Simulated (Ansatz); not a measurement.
The lowest singlet and triplet of ClHSi (SMILES [SiH]Cl); geometries from B3LYP-D3(BJ)/def2-TZVP, each state relaxed from the structure named, with no frequency check.
Singlet (charge 0, multiplicity 1):
| atom | x (Å) | y (Å) | z (Å) |
|---|---|---|---|
| Si | -0.9364 | 0.5951 | 0.0000 |
| Cl | 0.8776 | -0.4514 | 0.0000 |
| H | -1.8095 | -0.6567 | 0.0000 |

A positive gap puts the triplet lower; no zero-point energy. R- takes a restricted singlet. U- takes an unrestricted singlet (broken symmetry where lower, unprojected). The triplet is unrestricted in single-reference levels. Active spaces average the two states.

Correlated levels freeze the cores.

Run with Ansatz (Gaussian basis) for Hartree–Fock, density functionals and correlated methods. 

```tsv
level	gap E(singlet) − E(triplet), vertical, at the singlet's geometry (eV)
U-B3LYP/def2-TZVPP	-1.670
R-BHLYP/def2-TZVPP	-1.646
U-B2PLYP/def2-TZVPP	-1.676
R-MP2/cc-pV(T+d)Z	-1.602
R-CCSD/cc-pV(T+d)Z	-1.682
SA-CASSCF(2,2)/cc-pV(D+d)Z	-1.505
SC-NEVPT2 on SA-CASSCF(2,2)/cc-pV(Q+d)Z	(withheld)
FIC-NEVPT4(SD) on SA-CASSCF(2,2)/cc-pV(T+d)Z	-1.727
FIC-MRCISD+Q on SA-CASSCF(2,2)/cc-pV(Q+d)Z	-1.716
```

Task: Fill in the missing entries.

Result: 
- SC-NEVPT2 on SA-CASSCF(2,2)/cc-pV(Q+d)Z, gap E(singlet) − E(triplet), vertical, at the singlet's geometry (eV): -1.771

Doubts at one or more of the structures used: a restricted determinant that unrestricted orbitals would lower (R-MP2/cc-pV(T+d)Z, R-CCSD/cc-pV(T+d)Z).

Ansatz is a first-principles code.
